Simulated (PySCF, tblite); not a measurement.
## Complex of alane and MgClCH3

A gas-phase complex of alane and MgClCH3; neutral, singlet. The structure comes from a short search (6 tight-binding starts) and was relaxed by PBE0-D3(BJ)/def2-SVPD; another way of binding may lie lower. No frequency run checks that it is a minimum.

Parts: 1 = alane ([AlH3]), atoms 1–4; 2 = MgClCH3 ([CH3][Mg][Cl]), atoms 5–10.

Coordinates in Å:
```
Al1     0.707   -0.246   -0.166
H2      0.502   -0.505    1.382
H3      0.733   -1.736   -0.984
H4     -0.072    0.819   -1.041
C5      3.415   -3.715   -2.529
Mg6     2.478   -2.134   -1.564
Cl7     2.988    0.004   -0.568
H8      2.689   -4.465   -2.886
H9      3.992   -3.381   -3.407
H10     4.120   -4.239   -1.863
```

Contacts between parts, classed by geometry: Mg6···H3 1.881 Å (closest for its radii); Al1···Cl7 2.330 Å (bond).

The parts are joined by the bond Al1–Cl7, so these are energies of forming such bonds; deforming the relaxed parts to their shape in the adduct costs 20.3 kcal/mol, which the interaction energies leave out.

Interaction energies are complex less parts, with the parts frozen as they stand in it; counterpoise-corrected, in kcal/mol (PySCF).

(1) Give the interaction energy at each level run.

(2) What holds them together? Decompose the wB97M-D3(BJ)/def2-TZVPD energy: frozen parts, their antisymmetrised product, then relaxation.

The parts were also relaxed and run alone, at the levels used for the complex: shieldings by PBE0/pcSseg-2; core levels by delta-SCF with SCAN, pcX-2 on the ionised atom and pcseg-1 elsewhere, spin-free X2C (2p3/2 is the spin-free 2p value less a third of a first-order spin-orbit splitting).

(3) How do these values change when the complex forms?

## Answers

(1) 
```tsv
level	interaction	superposition error removed
wB97M-D3(BJ)/def2-TZVPD	-51.85	-0.37
PBE0-D3(BJ)/def2-TZVPD	-54.17	-0.42
```

(2) electrostatic -81.9, Pauli repulsion +88.9, orbital relaxation -57.3, dispersion correction -1.9 kcal/mol, which sum to the value before the counterpoise correction; the Pauli term holds the exchange-correlation of the frozen density too. Of the attraction, 58 % is electrostatic, 41 % is orbital relaxation, 1 % is dispersion correction.

(3) 
```
                 property    alone  in the complex  change
   shielding of Al1 (ppm)    278.5           437.9  +159.4
   shielding of Cl7 (ppm)   1025.4           989.2   -36.3
    shielding of H3 (ppm)    25.91           27.26   +1.35
   shielding of Mg6 (ppm)    469.4           494.5   +25.1
Al1 2p3/2 core level (eV)    81.03           80.58   -0.45
   Mg6 1s core level (eV)  1311.90         1311.60   -0.30
Cl7 2p3/2 core level (eV)   204.75          206.01   +1.26
```

The 4 runs behind this took 3.4 min in all, one thread each of Arm Neoverse N1 on a shared host, launched as `OMP_NUM_THREADS=1 python cluster_run.py task.json out`.
